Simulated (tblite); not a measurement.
Species: C₃H₇BBr₂N₂.
SMILES with atom numbers: `[CH3:1][C:2]#[N+:3][B-:4]([Br:5])([Br:6])[NH:7][CH3:8]` (hydrogens: H9, H10, H11 on C1; H12 on N7; H13, H14, H15 on C8)
Bond orders are those of one Lewis drawing.

Computed with GFN2-xTB (tblite), gas phase: L-BFGS steps from a force-field or distance-geometry start until the largest atomic force falls under 0.01 eV/Å.

The end geometry, which sets the zero of energy:
```
atom  x, y, z in Å
C1      3.0215   -0.5035   -0.4581
C2      1.6790   -0.0914   -0.2800
N3      0.5925    0.2433   -0.1056
B4     -0.6148    0.9976    0.4785
Br5    -0.1656    2.9095    0.2656
Br6    -0.3847    0.3765    2.4779
N7     -1.8435    0.6158   -0.1569
C8     -2.3582   -0.7367   -0.0939
H9      3.5648    0.2639   -1.0115
H10     3.4834   -0.6399    0.5216
H11     3.0555   -1.4433   -1.0096
H12    -2.5775    1.3038   -0.2210
H13    -3.1713   -0.8533   -0.8087
H14    -2.7252   -0.9996    0.9071
H15    -1.5602   -1.4347   -0.3548
```

**Question.** These geometries come from the run, each turned onto the end geometry. Order them by energy, lowest first.
A.
```
atom  x, y, z in Å
C1      2.7856   -0.6460   -0.4946
C2      1.5874   -0.0072   -0.1077
N3      0.6015    0.4993    0.1861
B4     -0.6560    1.1936    0.5836
Br5    -0.3039    3.1158    0.2553
Br6    -0.7352    0.7273    2.6709
N7     -1.7728    0.6532   -0.1655
C8     -2.0026   -0.7821   -0.2074
H9      3.3593    0.0137   -1.1524
H10     3.3820   -0.8909    0.3890
H11     2.5419   -1.5662   -1.0321
H12    -2.6343    1.1689   -0.0786
H13    -2.8681   -0.9733   -0.8314
H14    -2.1642   -1.2335    0.7891
H15    -1.1249   -1.2644   -0.6537
```
B.
```
atom  x, y, z in Å
C1      2.8874   -0.6150   -0.4589
C2      1.6413    0.0215   -0.2394
N3      0.6236    0.5092   -0.0195
B4     -0.6417    1.1499    0.5121
Br5    -0.4279    3.0978    0.3210
Br6    -0.3834    0.5400    2.5489
N7     -1.8134    0.6334   -0.1406
C8     -2.1535   -0.7730   -0.1654
H9      3.5286    0.0157   -1.0740
H10     3.3627   -0.7971    0.5059
H11     2.7202   -1.5657   -0.9664
H12    -2.6326    1.2220   -0.1330
H13    -3.0115   -0.9294   -0.8180
H14    -2.3951   -1.1576    0.8319
H15    -1.3090   -1.3436   -0.5540
```
C.
```
atom  x, y, z in Å
C1      2.8350   -0.6440   -0.4728
C2      1.6023   -0.0200   -0.1630
N3      0.6085    0.5051    0.0744
B4     -0.6549    1.1768    0.5730
Br5    -0.4132    3.1256    0.3064
Br6    -0.4803    0.6602    2.6158
N7     -1.8020    0.6377   -0.1062
C8     -2.0845   -0.7807   -0.1850
H9      3.4197    0.0279   -1.1028
H10     3.3889   -0.8523    0.4438
H11     2.6519   -1.5802   -1.0023
H12    -2.6224    1.2152   -0.1812
H13    -2.9435   -0.9429   -0.8333
H14    -2.2857   -1.2198    0.8017
H15    -1.2242   -1.3008   -0.6179
```
D.
```
atom  x, y, z in Å
C1      2.8468   -0.6812   -0.5222
C2      1.6397   -0.0328   -0.1385
N3      0.6349    0.5026    0.2047
B4     -0.6437    1.1855    0.5926
Br5    -0.4017    3.1541    0.3494
Br6    -0.9641    0.8362    2.5733
N7     -1.8092    0.6910   -0.2444
C8     -1.9929   -0.7633   -0.2276
H9      3.4356   -0.0208   -1.1843
H10     3.4489   -0.9233    0.3735
H11     2.6123   -1.6166   -1.0637
H12    -2.6752    1.1131    0.1156
H13    -2.8663   -1.0373   -0.8258
H14    -2.1584   -1.1321    0.8036
H15    -1.1112   -1.2671   -0.6556
```
E.
```
atom  x, y, z in Å
C1      2.9648   -0.5467   -0.4427
C2      1.6419   -0.0621   -0.3208
N3      0.5720    0.3271   -0.1585
B4     -0.6214    1.0564    0.4594
Br5    -0.2462    2.9807    0.2832
Br6    -0.3085    0.3963    2.4560
N7     -1.8563    0.6416   -0.1375
C8     -2.2792   -0.7418   -0.1171
H9      3.5618    0.1681   -1.0093
H10     3.3764   -0.6566    0.5623
H11     2.9675   -1.5119   -0.9491
H12    -2.6350    1.2804   -0.1117
H13    -3.0963   -0.8853   -0.8213
H14    -2.6028   -1.0663    0.8803
H15    -1.4430   -1.3717   -0.4228
```

**Answer.** E (0.007 eV), B (0.022 eV), C (0.037 eV), A (0.075 eV), D (0.369 eV).

In the order of the answer:

| step | E above end (eV) | largest force (eV/Å) | rms force component (eV/Å) | rms distance from end (Å) | rms bond change (Å) | bond most changed (Å) |
| --- | --- | --- | --- | --- | --- | --- |
| 69 | 0.007 | 0.06 | 0.019 | 0.101 | 0.006 | B4–Br6 +0.020 |
| 41 | 0.022 | 0.09 | 0.030 | 0.241 | 0.012 | B4–Br6 +0.036 |
| 30 | 0.037 | 0.13 | 0.035 | 0.304 | 0.007 | N3–B4 -0.023 |
| 10 | 0.075 | 0.24 | 0.089 | 0.379 | 0.017 | N3–B4 -0.048 |
| 1 | 0.369 | 3.86 | 0.848 | 0.414 | 0.035 | B4–N7 +0.083 |

What follows is the cost of the whole relaxation. Hardware: one thread, Arm Neoverse N1 (aarch64), no GPU, shared host with 64 logical CPUs at a one-minute load of 50. Cost: 1.5 s of wall time.
